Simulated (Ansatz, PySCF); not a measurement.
System: C$_{4}$F$_{5}$, charge 0, multiplicity 2. It need not be the lowest isomer of its formula. 
Structure (B3LYP-D3(BJ)/def2-TZVP (Ansatz, a quantum-chemistry and plane-wave program) minimum search):
SMILES: F[C]=C(F)C(F)=C(F)F
```xyz
9

F      2.4611     0.3029    -1.7882
C      1.2700     0.1724    -1.2897
C      0.8491    -0.4505    -0.2071
F      1.7087    -1.1545     0.5751
C     -0.5319    -0.4324     0.2295
F     -1.1408    -1.6313     0.3513
C     -1.2364     0.6582     0.5197
F     -2.5028     0.6352     0.8631
F     -0.7601     1.8827     0.4972
```
Charge 0, spin multiplicity 2.

Dipole moments at this geometry, in debye (magnitudes).

| level | program | dipole (D) |
|---|---|---|
| HF/def2-TZVPD | PySCF | 1.29 |
| B97M-V/def2-TZVPD | Ansatz | 1.12 |
| PBE0/def2-TZVPD | Ansatz | 1.16 |
| BHLYP/def2-TZVPD | Ansatz | 1.25 |
| TPSSh/def2-TZVPD | PySCF | 1.12 |
| r2SCANh/def2-TZVPD | Ansatz | 1.16 |
| r2SCAN0/def2-TZVPD | Ansatz | 1.20 |
| HSE06/def2-TZVPD | Ansatz | ? |
| wB97M-V/def2-TZVPD | Ansatz | ? |

Q: Complete the blanks.

A: 
- HSE06/def2-TZVPD, dipole (D): 1.15
- wB97M-V/def2-TZVPD, dipole (D): 1.18
